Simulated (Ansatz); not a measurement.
`CO[SiH2][O][GeH3]` + `O[Si](O)(F)[SiH2]F` → `CO[SiH2][Si](O)(O)F` + `F[SiH2][O][GeH3]`  (redistribution)

Computed with Ansatz on PBE0-D4/def2-TZVP structures; ΔE is electronic, products minus reactants. CCSD(T)/CBS is the MP2 limit (def2-TZVPP, def2-QZVPP) plus CCSD(T) − MP2 in def2-TZVPP, frozen cores. Functionals use def2-TZVPP. B3LYP here is the variant with VWN-RPA as its local correlation; programs differ in this. For Ge outer-core shells are correlated without core-valence functions, which leaves a few kJ/mol of doubt a bond. Scalar relativity is left out up to krypton. Each species was taken in one conformer, which may not be the lowest.

`CO[SiH2][O][GeH3]`:

```xyz
13

C    -0.194    0.531   -2.229
O    -0.185    0.530   -0.822
Si   -1.037   -0.526    0.102
O    -0.483   -0.395    1.619
Ge    1.135    0.010    2.245
H    -1.145    0.909   -2.622
H     0.606    1.187   -2.578
H    -0.023   -0.472   -2.636
H    -2.486   -0.198    0.100
H    -0.830   -1.897   -0.445
H     1.121   -0.448    3.708
H     2.188   -0.756    1.428
H     1.334    1.527    2.129
```

`O[Si](O)(F)[SiH2]F`:

```xyz
10

O    -1.368   -0.989   -0.967
Si   -0.720    0.143    0.017
O    -0.923    1.596   -0.678
F    -1.491    0.055    1.415
Si    1.576   -0.094    0.409
F     1.831   -1.572    0.992
H    -1.595   -1.843   -0.596
H    -1.740    1.782   -1.145
H     2.080    0.885    1.404
H     2.350    0.037   -0.851
```

`CO[SiH2][Si](O)(O)F`:

```xyz
14

C     0.257   -0.667   -2.607
O     0.331   -0.097   -1.319
Si   -0.712   -0.511   -0.109
Si   -0.027    0.815    1.686
O     1.586    0.771    1.955
O    -0.768    0.303    3.038
F    -0.423    2.334    1.372
H     1.040   -0.225   -3.224
H     0.409   -1.752   -2.572
H    -0.713   -0.464   -3.077
H    -2.124   -0.253   -0.517
H    -0.601   -1.965    0.205
H     2.160    1.137    1.280
H    -0.417    0.575    3.888
```

`F[SiH2][O][GeH3]`:

Z-matrix (Å, degrees):
```
Si
O 1 1.614
F 1 1.598 2 110.3
H 1 1.483 2 111.3 3 117.5
H 1 1.477 2 108.6 3 -117.6
Ge 2 1.782 1 136.3 3 -67.1
H 6 1.532 2 105.5 1 -147.5
H 6 1.533 2 107.5 1 92.8
H 6 1.537 2 108.1 1 -27.7
```

Problem. Is it downhill or uphill in electronic energy at CCSD(T)/CBS, and by how much? (Best estimate.)

Solution. Computed: Downhill: ΔE = -10.1 kJ/mol.

Problem. What do these levels give: PBE-D4, r2SCAN-D4, PBE0-D4, B3LYP-D4, ωB97X-V, ωB97M-V, B2PLYP, PBE, PBE0, HF/def2-TZVPP, CCSD(T)/def2-TZVPP, SCS-MP2/def2-QZVPP? (An estimate is asked.)

Solution. Computed: PBE-D4 -9.7, r2SCAN-D4 -9.3, PBE0-D4 -9.6, B3LYP-D4 -9.3, ωB97X-V -9.6, ωB97M-V -9.8, B2PLYP -10.6, PBE -10.3, PBE0 -10.1, HF/def2-TZVPP -9.2, CCSD(T)/def2-TZVPP -10.7, SCS-MP2/def2-QZVPP -10.5 kJ/mol.

Largest T1 diagnostic among the species: 0.012.
